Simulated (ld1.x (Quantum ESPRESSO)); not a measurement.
Before and after: TM potential for Rb (Z = 37)

| Property | Result |
| --- | --- |
| Element | Rb (Z = 37) |
| Generator | ld1.x (Quantum ESPRESSO) 7.5 |
| Type | norm-conserving Troullier–Martins (Kleinman–Bylander form) |
| Functional | LDA (PZ) |
| Relativity | scalar-relativistic |
| Frozen core | [Kr] |
| Valence charge | 1 |
| Reference configuration | 5s1 5p0 |
| Partial waves | 5s (bound): rc 4.20 bohr; 5p (bound, empty): rc 3.90 bohr; 4d channel at 0.4 Ry: rc 3.85 bohr |
| Local potential | all-electron potential smoothed inside 3.05 bohr (lloc = -2) |
| Core correction | Bessel-smoothed model core inside 3.85 bohr |

All-electron outer shells of the reference configuration (LDA (PZ), scalar-relativistic, ld1.x):

| shell | level (eV) | outermost node (bohr) | outermost maximum (bohr) |
| --- | --- | --- | --- |
| 4p | -16.03 | 0.64 | 1.42 |
| 5s | -2.37 | 1.79 | 4.22 |
| 5p | -0.79 | 2.20 | 6.14 |

Change: wave 5s (bound): rc 4.20 bohr becomes 5s (bound): rc 5.22 bohr.

Cutoffs: the cutoffs (Ry, on a coarse ladder) from which the occupation-weighted sum of valence levels, in a spherical-Bessel basis at the reference potential, stays within 10 and 1 mRy of its value at 400 Ry; they do not see the model core or the augmentation charge, which bear on the density cutoff. Errors are all-electron minus pseudo energies relative to the spin-unpolarised reference configuration.

Q: What does the change do?

A: Both files are so soft that the ladder of cutoffs tells neither apart; of the 4 tests that both files solve, the error grows in 4 and shrinks in 0 by more than 15 % and 0.3 meV (median size 2.0 → 3.5 meV); neither file shows a bound ghost. More of the atom is replaced by a form fitted at one configuration, so other configurations suffer.

```tsv
quantity	base	changed
cutoff, loose	6 Ry	6 Ry
cutoff, tight	6 Ry	6 Ry
bound ghosts	none	none
error for 5s0.5 5p0, meV [ΔE 1.66 eV]	-1.8	-2.5
error for 5s0 5p1, meV [ΔE 1.62 eV]	-5.8	-16
error for 5s1 5p0 (spin-polarised), meV [ΔE -0.13 eV]	+0.5	-2.4
error for 5s0.5 5p0 (spin-polarised), meV [ΔE 1.62 eV]	-2.2	-4.4
```
